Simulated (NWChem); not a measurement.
Species: ZnHSCl; SMILES [SH][Zn][Cl]

```xyz
4

Zn    -0.0160     0.0175     0.0000
Cl    -0.0043     2.1239     0.0000
S     -0.0469    -2.1503     0.0000
H      1.3039    -2.2284     0.0000
```
Atoms are numbered in this order, from 1.

Coordinates come from a PBE0/def2-SVP optimisation.

Symmetry labels are those of Cs in the frame above (b1 and b2, or b-type labels, depend on it).

List the 4 lowest vertical singlet excitations from PBE0/def2-SVPD, TDA (NWChem).


| state | energy (eV) | oscillator strength | symmetry | leading excitation (squared amplitude) |
|---|---|---|---|---|
| S1 | 4.90 | 0.025 | a" | HOMO → LUMO (0.99) |
| S2 | 5.71 | 0.000 | a" | HOMO → LUMO+1 (0.98) |
| S3 | 6.25 | 0.012 | a' | HOMO−1 → LUMO (0.74) |
| S4 | 6.32 | 0.041 | a" | HOMO−2 → LUMO (0.98) |
